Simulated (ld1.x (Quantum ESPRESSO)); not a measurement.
carbon: TM pseudisation with LDA (PZ), non-relativistic reference atom.

- Element: carbon (C)
- Generator: ld1.x (Quantum ESPRESSO) 7.5
- Type: norm-conserving Troullier–Martins (Kleinman–Bylander form)
- Functional: LDA (PZ)
- Relativity: non-relativistic
- Frozen core: [He]
- Valence charge: 4
- Reference configuration: 2s2 2p1 (charge +1)
- Partial waves: 2s (bound): rc 1.35 bohr; 2p (bound): rc 2.20 bohr; 3d channel at 0.05 Ry: rc 1.75 bohr
- Local potential: all-electron potential smoothed inside 1.90 bohr (lloc = -1)
- Core correction: Bessel-smoothed model core inside 1.10 bohr

All-electron outer shells of the reference configuration (LDA (PZ), non-relativistic, ld1.x):

| shell | level (eV) | outermost node (bohr) | outermost maximum (bohr) |
| --- | --- | --- | --- |
| 2s | -25.59 | 0.38 | 1.17 |
| 2p | -17.13 | – | 1.10 |

Calculated quality:

- Cutoffs needed: 30 Ry and 70 Ry (the cutoffs (Ry, on a coarse ladder) from which the occupation-weighted sum of valence levels, in a spherical-Bessel basis at the reference potential, stays within 10 and 1 mRy of its value at 400 Ry)
- Ghost test: no extra level below or beside the all-electron valence levels (s, p, d, f tested) (spherical-Bessel basis up to 400 Ry, 20 bohr box)
- Largest excitation error: +445 meV (all-electron minus pseudo) for 2s1 2p0, out of 7 test configurations

Generation and tests took about 1 s on one core of a shared server CPU.
